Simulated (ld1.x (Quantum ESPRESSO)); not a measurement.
**What one change does to a pseudopotential (Pr (Z = 59), TM semilocal)**

```json
{
 "Element": "praseodymium",
 "Generator": "ld1.x (Quantum ESPRESSO) 7.5",
 "Type": "norm-conserving Troullier–Martins (semilocal form)",
 "Functional": "PBEsol",
 "Relativity": "scalar-relativistic",
 "Frozen core": "[Kr] 4d10",
 "Valence charge": "13",
 "Reference configuration": "4f2.5 5s2 5p6 5d0.5 6s2 6p0",
 "Partial waves": "5s (bound): rc 1.35 bohr; 5d (bound): rc 2.55 bohr; 4f (bound): rc 1.05 bohr; 5p (bound): rc 2.10 bohr",
 "Local potential": "the p channel",
 "Core correction": "none"
}
```

Occupied shells without a wave of their own: 6s. They enter only through the test configuration that unscreens the potential.

All-electron outer shells of the reference configuration (PBEsol, scalar-relativistic, ld1.x):

```
shell  level (eV)  outermost node (bohr)  outermost maximum (bohr)
   4p     -218.08                   0.32                      0.60
   4d     -113.37                   0.30                      0.64
   5s      -40.56                   0.74                      1.35
   5p      -22.69                   0.79                      1.53
   6s       -3.67                   1.79                      3.75
   4f       -3.58                      –                      0.69
   5d       -2.51                   0.90                      2.19
   6p       -1.29                   2.14                      4.94
```

Change: wave 4f (bound): rc 1.05 bohr becomes 4f (bound): rc 1.22 bohr.

Cutoffs: the cutoffs (Ry, on a coarse ladder) from which the occupation-weighted sum of valence levels, in a spherical-Bessel basis at the reference potential, stays within 10 and 1 mRy of its value at 400 Ry; they do not see the model core or the augmentation charge, which bear on the density cutoff. Errors are all-electron minus pseudo energies relative to the spin-unpolarised reference configuration.

Question: Predict the effect on cutoff, ghosts and configuration errors.

Answer: The potential gets softer (260 Ry and 300 Ry → 200 Ry and 230 Ry); of the 7 tests that both files solve, the error grows in 0 and shrinks in 1 by more than 15 % and 0.3 meV (median size 76.7 → 66.7 meV); the range in which the f phases agree narrows (upper end at the end of the scan → 1.6); neither file shows a bound ghost. A larger radius leaves more room for a smooth pseudo-wave, so fewer plane waves are needed. A semilocal file is local in each channel, so a ghost entry of none says nothing of the separable form that plane-wave codes build from it.

```csv
quantity,base,changed
"cutoff, loose",260 Ry,200 Ry
"cutoff, tight",300 Ry,230 Ry
loose cutoff by channel (10 mRy a level),"s 45 Ry, d 10 Ry, f 230 Ry, p 18 Ry","s 45 Ry, d 10 Ry, f 200 Ry, p 18 Ry"
bound ghosts,none,none
"error for 4f3 5s2 5p6 5d0 6s2 6p0, meV [ΔE -0.08 eV]",-35,-29
"error for 4f3 5s2 5p6 5d0 6s1 6p0, meV [ΔE 5.66 eV]",-93,-85
"error for 4f3 5s2 5p6 5d0 6s0 6p0, meV [ΔE 16.20 eV]",-190,-180
"error for 4f3 5s2 5p6 5d1 6s1 6p0, meV [ΔE 1.50 eV]",-45,-40
"error for 4f2 5s2 5p6 5d1 6s1 6p0, meV [ΔE 7.28 eV]",-77,-67
"error for 4f3 5s2 5p6 5d1 6s0 6p0, meV [ΔE 6.56 eV]",-103,-97
"error for 4f3 5s2 5p6 5d0 6s1.5 6p0, meV [ΔE 2.22 eV]",-60,-53
s: phases at 2.76 bohr within 0.05 rad from the reference energy up to (Ry; the scan ends near 5),0.2,0.2
p: phases at 2.76 bohr within 0.05 rad from the reference energy up to (Ry; the scan ends near 5),0.9,0.9
d: phases at 2.76 bohr within 0.05 rad from the reference energy up to (Ry; the scan ends near 5),3.0,3.0
f: phases at 2.76 bohr within 0.05 rad from the reference energy up to (Ry; the scan ends near 5),to the end of the scan,1.6
```
